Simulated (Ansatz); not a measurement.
Mulliken charges of `[O]=[Mo]([OH])([OH])([Cl])[Cl]` from PBE/def2-TZVPP in Ansatz (PBE0-D4/def2-TZVP geometry).

| atom | x (Å) | y (Å) | z (Å) | charge (e) |
| --- | --- | --- | --- | --- |
| O1 | -1.291 | 1.359 | -0.710 | -0.379 |
| Mo2 | -0.345 | 0.090 | -0.253 | 1.203 |
| O3 | -1.130 | -0.342 | 1.370 | -0.339 |
| O4 | 1.082 | 0.307 | -1.415 | -0.339 |
| Cl5 | 1.414 | 0.639 | 1.273 | -0.344 |
| Cl6 | -1.097 | -1.775 | -1.285 | -0.239 |
| H7 | -0.641 | -0.527 | 2.178 | 0.218 |
| H8 | 2.008 | 0.249 | -1.157 | 0.218 |

Task: By hand: the dipole of these point charges (1 e Å = 4.8032 D).

Result: Σ q r = (0.164, -0.251, 0.072) e Å, of length 0.308 e Å = 1.48 D.

Task: How does the dipole of the full density compare? (An estimate is asked.)

Result: The calculation gave: (0.252, -0.246, 0.143) e Å, 1.83 D; the point charges give 0.81 times that, at 15° from its direction.

Point charges leave out the atoms' own dipoles, such as those of lone pairs, and Mulliken's split depends on the basis, so the two needn't agree.
